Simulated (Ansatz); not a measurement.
Cost and result up the ladder for Sn₂₀H₂₈, a nanocrystal cut from cubic tin (48 atoms). Charge 0, multiplicity 1. Geometry: PBE-D4/def2-SVP.

```xyz
48

Sn    5.095    0.501    0.946
Sn    0.030   -5.247   -0.018
Sn   -3.743   -2.220    1.460
Sn    1.764    3.612    2.134
Sn   -2.583    2.120    2.406
Sn    0.709   -0.793    1.164
Sn    2.743   -0.552   -2.894
Sn   -1.630   -1.827   -2.662
Sn   -0.570    2.590   -1.695
Sn   -4.951    1.080   -1.453
Sn    1.779   -3.408    1.194
Sn    2.648    0.937    2.280
Sn    4.827    0.993   -1.809
Sn   -1.735   -0.570    2.560
Sn   -0.584   -4.447   -2.641
Sn   -4.068   -1.592   -1.266
Sn   -0.658    3.830    3.562
Sn    1.284    4.373   -0.535
Sn   -3.019    2.784   -0.302
Sn    0.304   -0.092   -1.544
H     6.349    1.496    1.623
H     5.573   -1.152    1.187
H     0.708   -6.848   -0.007
H    -1.433   -5.316    0.914
H    -5.240   -1.908    2.292
H    -3.366   -3.902    1.681
H     2.959    4.669    2.840
H    -4.093    2.283    3.267
H     3.120   -2.242   -2.736
H     2.561   -0.244   -4.595
H    -1.906   -1.345   -4.318
H    -0.828    3.007   -3.370
H    -6.478    1.274   -0.645
H    -5.199    1.513   -3.118
H     2.153   -3.888    2.822
H     3.286   -3.371    0.329
H     2.844    0.526    3.966
H     6.325    0.684   -2.636
H     4.455    2.671   -2.053
H    -1.473   -0.989    4.234
H    -1.698   -5.561   -3.376
H     0.861   -4.481   -3.605
H    -5.261   -2.652   -1.973
H    -0.411    3.394    5.226
H    -1.229    5.472    3.542
H     0.602    5.975   -0.547
H     2.760    4.430   -1.450
H    -3.583    4.434   -0.381
```

Ansatz on 4 threads of AMD EPYC 7R13 on a shared host and a share (37 GiB) of an NVIDIA H100 80GB HBM3. Times are rough, and most runs start from the orbitals of an earlier one. No level here is sound enough to serve as a yardstick. Binding counts from free atoms at the same level (Sn triplet, H doublet; other spins of the atoms weren't run), without zero-point energy or a counterpoise term.

In the def2 sets Sn takes a core potential; there is no spin–orbit coupling. Correlated methods freeze 80 core orbitals; core or outer-core shells of Sn are correlated, in sets that lack core-valence functions. The rows differ in basis, and correlated rows in double-zeta sets carry the largest basis error. Single mean-field runs in def2-SVP, def2-TZVP are fitted with def2-universal-jkfit.

Correlated methods converge slowly with the basis, most of all in double-zeta sets.

```csv
level,functions,binding energy per atom (eV)
r2SCAN-D4/def2-SVP,660,2.45
PBE0-D4/def2-TZVP,1168,2.46
r2SCANh-D4/def2-SVP,660,2.44
MP2/def2-SVP,660,2.27
PBE-D4/def2-TZVP,1168,2.46
PBE0-D4/def2-SVP (with forces),660,2.45
LDA (SPW92)/def2-SVP,660,2.84
PBE-D4/def2-SVP (with forces),660,2.45
```

(1) Estimate how long each takes.

Results:

(1) LDA (SPW92)/def2-SVP 5.5 s; PBE-D4/def2-SVP (with forces) 6.5 s; r2SCAN-D4/def2-SVP 7.5 s; PBE-D4/def2-TZVP 8 s; PBE0-D4/def2-SVP (with forces) 9.6 s; r2SCANh-D4/def2-SVP 10 s; MP2/def2-SVP 13 s; PBE0-D4/def2-TZVP 17 s. On shared hardware such times vary by a factor of up to 3.
